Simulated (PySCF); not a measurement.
Vertical excitations of a molecule C2H3F3Si from TDDFT-PBE0/def2-SVPD (PySCF), as energy in eV (oscillator strength): 6.99 (0.002), 7.40 (0.370), 8.03 (0.052), 8.57 (0.000), 8.82 (0.001), 9.08 (0.000), 9.29 (0.016), 9.51 (0.004), 9.56 (0.009), 9.67 (0.000). Lowest triplet (TDA): 4.14 eV. Geometry optimised at TPSSh-D3(BJ)/def2-SVP. One conformer was computed; it need not be the lowest.

**Question.** Which structure fits?
(A) F/C=C(/F)[SiH2]F
(B) C=C[Si](F)(F)F
(C) C=C(F)[SiH](F)F
(D) FC(F)=C(F)[SiH3]

**Answer.** B, C=C[Si](F)(F)F
